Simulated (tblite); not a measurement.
Compound: C4H9BrGeO.
SMILES with atom numbers: `[Br:1][CH2:2][CH2:3][GeH:4]1[CH2:5][O:6][CH2:7]1` (hydrogens: H8, H9 on C2; H10, H11 on C3; H12 on Ge4; H13, H14 on C5; H15, H16 on C7)

Computed with GFN2-xTB (tblite), gas phase: L-BFGS steps from a force-field or distance-geometry start until the largest atomic force falls under 0.01 eV/Å.

Step 2: E = -630.1489 eV
```
atom  x, y, z in Å  |  force x, y, z in eV/Å
Br1     2.6208    1.8037    0.0184   -0.122  -0.117   0.207
C2      2.4560   -0.0550    0.5971    0.054  -0.148  -0.190
C3      1.1614   -0.6613    0.1343    0.243   0.059   0.103
Ge4    -0.4560    0.2586    0.7506    0.169   0.224   0.030
C5     -1.5494    1.2025   -0.5913   -0.085  -0.360   0.167
O6     -2.5739    0.1972   -0.4982    0.250  -0.213   0.200
C7     -1.9623   -0.8808    0.2472    0.054   0.208   0.139
H8      2.5857   -0.1193    1.6768   -0.119   0.303  -0.031
H9      3.2561   -0.5933    0.1236    0.697  -0.110  -0.169
H10     1.1020   -1.6697    0.5275    0.102  -0.351   0.019
H11     1.1201   -0.7315   -0.9571    0.056   0.064   0.074
H12    -0.4933    0.7992    2.1535    0.138   0.053   0.226
H13    -1.9460    2.1505   -0.2605   -0.156   0.401  -0.408
H14    -1.0863    1.2223   -1.5821   -0.303   0.253  -0.046
H15    -2.5336   -1.1883    1.1193   -0.669  -0.244  -0.388
H16    -1.7090   -1.7257   -0.4007   -0.308  -0.022   0.069
```

Step 3: E = -630.2189 eV
```
atom  x, y, z in Å  |  force x, y, z in eV/Å
Br1     2.6158    1.8004    0.0268   -0.104  -0.116   0.150
C2      2.4686   -0.0693    0.5923   -0.012   0.132  -0.219
C3      1.1752   -0.6692    0.1373   -0.058   0.162   0.090
Ge4    -0.4499    0.2667    0.7655    0.211   0.129  -0.406
C5     -1.5569    1.2042   -0.5920    0.025  -0.469   0.341
O6     -2.5737    0.1933   -0.4971    0.413  -0.218   0.333
C7     -1.9486   -0.8792    0.2604   -0.416   0.123  -0.070
H8      2.5785   -0.1050    1.6695    0.007   0.164   0.136
H9      3.2771   -0.5930    0.1197    0.684  -0.149  -0.132
H10     1.1062   -1.6764    0.5260    0.100  -0.405   0.039
H11     1.1223   -0.7283   -0.9526    0.048   0.033   0.021
H12    -0.4875    0.7999    2.1578    0.123   0.115   0.399
H13    -1.9475    2.1575   -0.2805   -0.253   0.446  -0.261
H14    -1.1012    1.2325   -1.5790   -0.162   0.161  -0.213
H15    -2.5624   -1.1984    1.1029   -0.452  -0.151  -0.342
H16    -1.7235   -1.7267   -0.3987   -0.155   0.045   0.133
```

Step 4: E = -630.2882 eV
```
atom  x, y, z in Å  |  force x, y, z in eV/Å
Br1     2.6080    1.7946    0.0394   -0.075  -0.065   0.047
C2      2.4862   -0.0842    0.5830    0.012   0.287  -0.100
C3      1.1893   -0.6780    0.1421   -0.200   0.101   0.033
Ge4    -0.4384    0.2778    0.7762    0.130  -0.029  -0.557
C5     -1.5659    1.2014   -0.5871    0.147  -0.224   0.274
O6     -2.5673    0.1858   -0.4905    0.326  -0.077   0.323
C7     -1.9404   -0.8778    0.2755   -0.701  -0.019  -0.183
H8      2.5703   -0.0852    1.6628    0.155  -0.010   0.144
H9      3.3130   -0.5943    0.1138    0.448  -0.082   0.007
H10     1.1130   -1.6903    0.5243    0.100  -0.295   0.010
H11     1.1258   -0.7239   -0.9467    0.025  -0.015  -0.026
H12    -0.4781    0.8032    2.1706    0.123   0.131   0.421
H13    -1.9535    2.1719   -0.3093   -0.277   0.247  -0.102
H14    -1.1220    1.2472   -1.5791   -0.055   0.014  -0.227
H15    -2.6044   -1.2126    1.0769   -0.199  -0.029  -0.218
H16    -1.7433   -1.7266   -0.3934    0.042   0.066   0.154
```

Step 5: E = -630.3226 eV
```
atom  x, y, z in Å  |  force x, y, z in eV/Å
Br1     2.6021    1.7905    0.0472   -0.057  -0.003  -0.027
C2      2.4981   -0.0891    0.5768    0.036   0.218  -0.002
C3      1.1951   -0.6831    0.1452   -0.088  -0.003  -0.009
Ge4    -0.4302    0.2834    0.7751   -0.005  -0.136  -0.315
C5     -1.5688    1.1993   -0.5813    0.161   0.049   0.070
O6     -2.5599    0.1812   -0.4822    0.067   0.123   0.164
C7     -1.9461   -0.8781    0.2820   -0.509  -0.040  -0.148
H8      2.5681   -0.0739    1.6601    0.226  -0.103   0.071
H9      3.3400   -0.5955    0.1113    0.184   0.024   0.127
H10     1.1188   -1.7020    0.5231    0.100  -0.138  -0.030
H11     1.1282   -0.7217   -0.9436    0.013  -0.049  -0.043
H12    -0.4704    0.8069    2.1843    0.137   0.086   0.252
H13    -1.9610    2.1825   -0.3281   -0.227   0.023  -0.011
H14    -1.1354    1.2556   -1.5820   -0.027  -0.079  -0.132
H15    -2.6322   -1.2213    1.0583   -0.140   0.013  -0.065
H16    -1.7540   -1.7255   -0.3878    0.131   0.015   0.098
```

Problem. Estimate the geometry and energy of step 6. (The exact step hangs on the optimiser's Hessian estimate; all steps are aligned on step 5, rigid shifts and turns removed.)

Solution. E = -630.3384 eV, largest force 0.270 eV/Å
```
atom  x, y, z in Å  |  force x, y, z in eV/Å
Br1     2.5987    1.7889    0.0499   -0.050   0.039  -0.057
C2      2.5038   -0.0877    0.5744    0.041   0.082   0.041
C3      1.1966   -0.6857    0.1462    0.055  -0.067  -0.029
Ge4    -0.4273    0.2830    0.7699   -0.088  -0.171  -0.020
C5     -1.5671    1.2000   -0.5782    0.086   0.155  -0.064
O6     -2.5564    0.1821   -0.4762   -0.129   0.237   0.016
C7     -1.9569   -0.8788    0.2822   -0.208   0.003  -0.070
H8      2.5715   -0.0712    1.6600    0.228  -0.118   0.013
H9      3.3540   -0.5952    0.1129    0.025   0.096   0.173
H10     1.1231   -1.7091    0.5219    0.103  -0.030  -0.055
H11     1.1294   -0.7217   -0.9431    0.016  -0.062  -0.035
H12    -0.4646    0.8099    2.1941    0.148   0.035   0.072
H13    -1.9681    2.1868   -0.3360   -0.157  -0.083   0.019
H14    -1.1415    1.2576   -1.5853   -0.020  -0.101  -0.061
H15    -2.6466   -1.2247    1.0498   -0.174   0.010   0.024
H16    -1.7559   -1.7251   -0.3840    0.124  -0.025   0.033
```

The energy changes by -0.0157 eV. The first-order estimate −F·Δx gives -0.0227 eV and the mean of the old and new forces, exact on a quadratic surface, -0.0158 eV. The step makes an angle of 47° with the force vector and moves no atom by more than 0.017 Å.

The cost below is that of the whole relaxation. On one thread, Arm Neoverse V2 (aarch64), shared host with 96 logical CPUs at a one-minute load of 55, this took 0.41 s of wall time.
